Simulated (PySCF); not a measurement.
Species: C7H9F3.
Atom-mapped SMILES: `[CH2:1]=[C:2]([CH3:3])/[C:4]([CH3:5])=[CH:6]/[C:7]([F:8])([F:9])[F:10]` (hydrogens: H11, H12 on C1; H13, H14, H15 on C3; H16, H17, H18 on C5; H19 on C6)

The calculation used PBE0-D3(BJ)/def2-SVP geometry optimisation, gas phase in PySCF 2.14.0.

What internal coordinates does the optimisation give?

| bond | length (Å) | order |
| --- | --- | --- |
| C1=C2 | 1.344 | double |
| C2–C3 | 1.502 | single |
| C2–C4 | 1.481 | single |
| C4–C5 | 1.501 | single |
| C4=C6 | 1.348 | double |
| C6–C7 | 1.494 | single |
| C7–F8, C7–F9, C7–F10 | 1.340 | single |
| C1–H11 | 1.093 | single |
| C1–H12 | 1.091 | single |
| C3–H13, C3–H14, C3–H15 | 1.100 | single |
| C5–H16, C5–H17, C5–H18 | 1.099 | single |
| C6–H19 | 1.090 | single |

Bonds in one row agree within 0.01 Å and their mean is given. Orders are formal, as drawn. A selection of angles:
| angle | degrees |
| --- | --- |
| C2–C1–H11 | 120.8 |
| C2–C1–H12 | 122.6 |
| H11–C1–H12 | 116.6 |
| C1–C2–C3 | 120.2 |
| C1–C2–C4 | 121.0 |
| C3–C2–C4 | 118.7 |
| C2–C3–H13 | 110.8 |
| H13–C3–H14 | 107.9 |
| C2–C4–C5 | 118.2 |
| C2–C4–C6 | 119.6 |
| C5–C4–C6 | 122.2 |
| C4–C5–H16 | 110.4 |
| C4–C5–H17 | 112.7 |
| H16–C5–H17 | 108.0 |
| C4–C6–C7 | 125.3 |
| C4–C6–H19 | 121.5 |
| C7–C6–H19 | 113.3 |
| C6–C7–F8 | 112.8 |
| C6–C7–F10 | 110.2 |
| F8–C7–F9 | 106.3 |
| F8–C7–F10 | 107.1 |

Torsions: C1–C2–C4–C5 0° (synperiplanar); C2–C4–C6–C7 180° (antiperiplanar); C4–C6–C7–F8 -62° (synclinal).

The C–C distances run from 1.344 Å (C1=C2, drawn double) to 1.502 Å (C2–C3, drawn single), a spread of 0.158 Å. Of the pairs four or more bonds apart, C3···H19 is among the closest relative to their van der Waals radii: 2.48 Å, 85 % of the sum of Bondi's values.

Stationary, but not proved a minimum. The numbers are those of one conformer.

Hardware: one thread of an Intel Xeon 6975P-C, shared host. Cost: 2.8 min, 0.85 GiB resident at most. This is the geometry optimisation.
